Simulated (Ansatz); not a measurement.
`C=[N][GeH2][NH2]` → C• + Ge• + 6 H• + 2 N•  (atomization)

Computed with Ansatz on PBE0-D4/def2-TZVP structures; ΔE is electronic, products minus reactants. CCSD(T)/CBS is the MP2 limit (def2-TZVPP, def2-QZVPP) plus CCSD(T) − MP2 in def2-TZVPP, frozen cores. This one scheme is used for every species, atoms too. DFT in def2-TZVPP. No spin–orbit coupling; open shells (•) take unrestricted orbitals. Spin–orbit coupling would lower the free atoms: a little for C; clearly for Ge. For Ge outer-core shells are correlated without core-valence functions, so the limit isn't a true one: a few kJ/mol of doubt a bond, and 10 to 20 or more in all where bonds break to atoms. Scalar relativity is left out up to krypton. One conformer a species, not always the lowest.

`C=[N][GeH2][NH2]`:

```xyz
10

C     0.914   -1.681   -0.613
N    -0.197   -1.142   -0.372
Ge   -0.247    0.360    0.744
N    -0.972    1.813   -0.097
H     0.968   -2.557   -1.272
H     1.882   -1.340   -0.206
H     1.199    0.718    1.158
H    -1.156    0.006    1.927
H    -0.452    2.130   -0.903
H    -1.939    1.693   -0.365
```

```csv
level,ΔE (eV),difference from CCSD(T)/CBS
PBE-D4,35.76,0.68
r2SCAN-D4,34.83,-0.25
PBE0-D4,34.89,-0.19
ωB97X-V,35.24,0.16
ωB97M-V,35.06,-0.02
PBE,35.58,0.50
r2SCAN,34.79,-0.29
PBE0,34.74,-0.34
HF/def2-TZVPP,23.53,-11.55
MP2/def2-TZVPP,34.39,-0.69
SCS-MP2/def2-TZVPP,34.60,-0.48
CCSD/def2-TZVPP,33.47,-1.61
HF/def2-QZVPP,23.58,-11.50
SCS-MP2/def2-QZVPP,35.30,0.22
MP2/CBS(def2),35.38,0.30
CCSD/CBS(def2),34.46,-0.62
CCSD(T)/CBS,35.08,0
```

Largest T1 diagnostic among the species: 0.012.

In def2-TZVPP, CCSD(T) changes the Hartree–Fock value by +10.57 eV (the triples alone add +0.62 eV) and MP2 by +10.86 eV; breaking electron pairs costs correlation energy, which Hartree–Fock lacks. From PBE to PBE0 (25 % exact exchange), in def2-TZVPP and without D4, ΔE moves by −0.84 eV: exact exchange takes away binding that semilocal exchange gives to molecules. The D4 term adds +0.30 eV with B3LYP and +0.15 eV with PBE0; it sums over pairs of atoms, weighted by their polarisabilities, and B3LYP, whose exchange is more repulsive, gets the larger term.

B3LYP here is the variant with VWN-RPA as its local correlation; programs differ in this.

For atomizations the MP2-based limit and the directly extrapolated one differ by several kJ/mol either way, and by 10 to 25 for some Ge, Se and Sn compounds, so smaller differences from it don't rank the levels.
